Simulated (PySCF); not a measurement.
chlorotrifluoromethane (CClF3), SMILES FC(F)(F)Cl. Atoms are numbered in the order given.

```xyz
5

F      1.0780    -0.6224     0.8134
C      0.0000     0.0000     0.3563
F     -1.0780    -0.6224     0.8134
F      0.0000     1.2448     0.8134
Cl     0.0000     0.0000    -1.4176
```
Charge 0, spin multiplicity 1.

Coordinates come from a B3LYP-D3(BJ)/def2-SVP optimisation.

These are PBE/pcSseg-2 (PySCF) values and carry that method's errors.

GIAO shieldings, no solvent; atoms alike by connectivity are averaged. δ = σ(ref) − σ: ¹⁹F against CFCl3 (σ = 132.0 ppm); ¹³C against TMS (σ = 181.4 ppm); ³⁵Cl against HCl (σ = 936.5 ppm), references at their B3LYP-D3(BJ)/def2-TZVP geometries, non-relativistic (without spin–orbit terms, shifts of atoms bonded to Cl or Br come out too high).

Computed chemical shifts:
```csv
nucleus,atoms,count,δ (ppm)
¹⁹F,"F1, F3, F4",3,-51.2
¹³C,C2,1,152.1
³⁵Cl,Cl5,1,394.7
```
